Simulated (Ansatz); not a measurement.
chloro(methylsilyl)silane (CH7ClSi2), SMILES [SiH2](C)[SiH2]Cl.

Geometry: B3LYP-D3(BJ)/def2-SVP. The values are those of a single conformer.

Two levels are set side by side: PBE/def2-SVPD (Ansatz, an electronic-structure program) and PBE0/def2-SVPD (Ansatz). Energy differences of separate SCF runs at the same geometry; the states with an electron removed or added have multiplicity 2 and 2. Differences are taken from unrounded values.

| quantity | PBE0 | PBE | PBE minus PBE0 |
|---|---|---|---|
| vertical ionisation energy (eV) | 9.92 | 9.61 | -0.31 |
| vertical singlet–triplet gap (eV) | 5.42 | 5.08 | -0.34 |
